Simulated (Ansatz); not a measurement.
Stepwise reaction of `[OH][Al]([SH])[SH]` with hydrogen, as a gas-phase model of exchange steps in deposition or etching. ΔE in kJ/mol; ΔG adds harmonic PBE0-D4 terms to CCSD(T)/CBS, at 1 bar.

Isolated molecules relaxed with PBE0-D4/def2-TZVP in Ansatz; ΔE leaves out vibrations. CBS: MP2 limit from def2 TZ/QZ plus the TZ coupled-cluster correction, frozen cores. This one scheme is used for every species. DFT in def2-TZVPP. B3LYP here is the variant with VWN-RPA as its local correlation; programs differ in this. One conformer a species, not always the lowest.

| step | reaction | PBE-D4 | B3LYP-D4 | ωB97M-V | CCSD(T)/CBS | ΔG(600 K) |
| --- | --- | --- | --- | --- | --- | --- |
| 1 | `[OH][Al]([SH])[SH]` + H₂ → `[OH][AlH][SH]` + H₂S | 92.5 | 88.8 | 88.2 | 92.5 | 82.2 |
| 2 | `[OH][AlH][SH]` + H₂ → `[OH][AlH2]` + H₂S | 100.1 | 95.3 | 95.5 | 99.1 | 86.8 |

(1) By hand: ΔE of the 2 steps together at CCSD(T)/CBS.

Results:

(1) (92.5) + (99.1) = 191.6 kJ/mol, or 95.8 kJ/mol a step.

In ΔE each step is higher than the one before. All are uphill at CCSD(T)/CBS. ΔG lies between 82.2 and 86.8 kJ/mol a step. PBE-D4 differs from CCSD(T)/CBS by 0.0 to 1.0 kJ/mol a step. Isolated molecules leave out the surface, adducts and barriers. Largest T1 diagnostic: 0.012.
